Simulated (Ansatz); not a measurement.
Si₁₄H₂₀, a nanocrystal cut from cubic silicon. The state is a triplet with charge 0. Geometry PBE-D4/def2-SVP, that of the neutral singlet; atoms count from 1.

```xyz
34

Si    0.291    3.098    1.678
Si   -2.439   -2.268   -1.174
Si   -1.034   -0.504    1.933
Si   -1.116    1.328   -1.437
Si    2.659    2.019   -1.156
Si    1.328   -1.580   -0.894
Si    2.742    0.178    2.221
Si   -2.741   -0.180   -2.223
Si   -1.330    1.584    0.892
Si    2.438    2.267    1.176
Si   -2.659   -2.019    1.158
Si   -0.291   -3.098   -1.675
Si    1.113   -1.326    1.435
Si    1.032    0.509   -1.935
H     0.143    3.273    3.169
H     0.096    4.442    1.020
H    -3.483   -3.239   -1.677
H    -1.159   -0.330    3.430
H    -1.295    2.675   -2.099
H     2.479    3.356   -1.834
H     4.037    1.501   -1.489
H     2.715   -2.094   -1.206
H     2.618    0.329    3.718
H     4.119   -0.355    1.911
H    -4.120    0.352   -1.919
H    -2.611   -0.335   -3.719
H    -2.716    2.099    1.205
H     3.482    3.238    1.679
H    -4.038   -1.506    1.493
H    -2.472   -3.355    1.835
H    -0.093   -4.439   -1.011
H    -0.145   -3.280   -3.166
H     1.288   -2.674    2.095
H     1.159    0.336   -3.431
```

Single mean-field runs in def2-TZVP are fitted with def2-universal-jkfit. At PBE0-D4/def2-TZVP a singlet of charge 0 lies 4.82 eV below the triplet at the same geometry.

Estimate the Mulliken populations of the heavy atoms from the PBE0/def2-TZVP orbitals of Ansatz.


```tsv
atom	charge (e)	spin (α − β)
Si1	0.03	0.05
Si2	0.00	0.00
Si3	0.02	0.03
Si4	0.02	0.02
Si5	0.03	0.05
Si6	0.02	0.03
Si7	0.03	0.05
Si8	-0.02	0.11
Si9	-0.04	0.23
Si10	-0.04	0.16
Si11	-0.02	0.11
Si12	-0.02	0.11
Si13	-0.04	0.23
Si14	-0.04	0.23
```
Mulliken values depend strongly on the basis.

Where does the spin sit?

Summed by element: Si 1.40, H 0.60, of 2 unpaired in all. Largest on single atoms: Si13 0.23, Si14 0.23, Si9 0.23.

And the Mayer bond orders between heavy atoms (over 0.3)?

Si1–Si9 0.84 (2.35 Å); Si1–Si10 0.95 (2.36 Å); Si2–Si8 0.94 (2.36 Å); Si2–Si11 0.94 (2.36 Å); Si2–Si12 0.94 (2.36 Å); Si3–Si9 0.94 (2.35 Å); Si3–Si11 0.85 (2.35 Å); Si3–Si13 0.94 (2.35 Å); Si4–Si8 0.85 (2.35 Å); Si4–Si9 0.94 (2.35 Å); Si4–Si14 0.94 (2.35 Å); Si5–Si10 0.95 (2.36 Å); Si5–Si14 0.84 (2.35 Å); Si6–Si12 0.85 (2.35 Å); Si6–Si13 0.94 (2.35 Å); Si6–Si14 0.94 (2.35 Å); Si7–Si10 0.95 (2.36 Å); Si7–Si13 0.84 (2.35 Å).
